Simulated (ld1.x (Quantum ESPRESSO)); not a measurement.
**Before and after: TM semilocal potential for arsenic**

* Element: arsenic (As)
* Generator: ld1.x (Quantum ESPRESSO) 7.5
* Type: norm-conserving Troullier–Martins (semilocal form)
* Functional: LDA (PZ)
* Relativity: scalar-relativistic
* Frozen core: [Ar] 3d10
* Valence charge: 5
* Reference configuration: 4s2 4p3
* Partial waves: 4s (bound): rc 1.30 bohr; 4d channel at 0.25 Ry: rc 1.80 bohr; 4p (bound): rc 2.15 bohr
* Local potential: the p channel
* Core correction: a·sin(br)/r model core inside 0.60 bohr

All-electron outer shells of the reference configuration (LDA (PZ), scalar-relativistic, ld1.x):

```csv
shell,level (eV),outermost node (bohr),outermost maximum (bohr)
3p,-133.41,0.22,0.52
3d,-40.89,–,0.47
4s,-14.70,0.73,1.61
4p,-5.35,0.78,1.97
```

Change: all radii but the core radius scaled by about 1.17 (s 1.52, p 2.52, d 2.10 bohr).

Cutoffs: the cutoffs (Ry, on a coarse ladder) from which the occupation-weighted sum of valence levels, in a spherical-Bessel basis at the reference potential, stays within 10 and 1 mRy of its value at 400 Ry; they do not see the model core or the augmentation charge, which bear on the density cutoff. Errors are all-electron minus pseudo energies relative to the spin-unpolarised reference configuration.

**Question.** Predict the effect on cutoff, ghosts and configuration errors.

**Answer.** The potential gets softer (45 Ry and 100 Ry → 35 Ry and 50 Ry); of the 9 tests that both files solve, the error grows in 4 and shrinks in 3 by more than 15 % and 0.3 meV (median size 7.6 → 4.7 meV); neither file shows a bound ghost. A larger radius leaves more room for a smooth pseudo-wave, so fewer plane waves are needed. A semilocal file is local in each channel, so a ghost entry of none says nothing of the separable form that plane-wave codes build from it.

```tsv
quantity	base	changed
cutoff, loose	45 Ry	35 Ry
cutoff, tight	100 Ry	50 Ry
loose cutoff by channel (10 mRy a level)	s 40 Ry, p 6 Ry	s 18 Ry, p 6 Ry
bound ghosts	none	none
error for 4s2 4p2, meV [ΔE 9.33 eV]	-2.7	-2.8
error for 4s2 4p1, meV [ΔE 27.49 eV]	-20	-29
error for 4s2 4p0, meV [ΔE 55.53 eV]	-88	-145
error for 4s1 4p4, meV [ΔE 9.48 eV]	-7.6	+0.3
error for 4s2 4p3.3, meV [ΔE -1.28 eV]	+0.2	+0.2
error for 4s1 4p3, meV [ΔE 19.49 eV]	-14	-2.0
error for 4s0 4p5, meV [ΔE 19.21 eV]	-30	+4.7
error for 4s2 4p3 (spin-polarised), meV [ΔE -1.32 eV]	-3.0	-16
error for 4s2 4p2 (spin-polarised), meV [ΔE 8.60 eV]	-5.7	-15
```
